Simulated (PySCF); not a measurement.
Polarisability and C₆ of Ti²⁺ (titanium, charge +2)

[Ar] 3d2, high-spin 3F determinant. Computed with PySCF 2.14 in def2-QZVPPD, with the non-relativistic Hamiltonian (point nucleus). Coupled (time-dependent) response in atomic units; α is the mean over directions.

```json
{"method": "UHF", "mean α (bohr³)": "4.226", "C₆ (like pair)": "12.84", "S(−4)": "11.42"}
{"method": "PBE", "mean α (bohr³)": "5.133", "C₆ (like pair)": "15.31", "S(−4)": "24.46"}
{"method": "PBE0", "mean α (bohr³)": "4.775", "C₆ (like pair)": "14.34", "S(−4)": "18.57"}
```

S(−4) is the Cauchy moment in α(ω) = α(0) + S(−4) ω² + …

α(iu) at UHF:

```json
{"u (hartree)": "0", "α(iu) (bohr³)": "4.226"}
{"u (hartree)": "0.0500", "α(iu) (bohr³)": "4.198"}
{"u (hartree)": "0.100", "α(iu) (bohr³)": "4.119"}
{"u (hartree)": "0.200", "α(iu) (bohr³)": "3.857"}
{"u (hartree)": "0.300", "α(iu) (bohr³)": "3.547"}
{"u (hartree)": "0.500", "α(iu) (bohr³)": "2.986"}
{"u (hartree)": "0.750", "α(iu) (bohr³)": "2.450"}
{"u (hartree)": "1.00", "α(iu) (bohr³)": "2.038"}
{"u (hartree)": "1.50", "α(iu) (bohr³)": "1.449"}
{"u (hartree)": "2.00", "α(iu) (bohr³)": "1.063"}
{"u (hartree)": "3.00", "α(iu) (bohr³)": "0.6256"}
{"u (hartree)": "5.00", "α(iu) (bohr³)": "0.2845"}
```

A single London oscillator, α(iu) = α/(1 + u²/ω²), gives C₆ = (3/4) ω α². Matching the computed C₆ needs ω = 4 × 12.84 / (3 × 4.226²) = 0.959 hartree.

For an ion, C₆ is the dispersion term alone; charge-induced terms of lower order in 1/R come first.
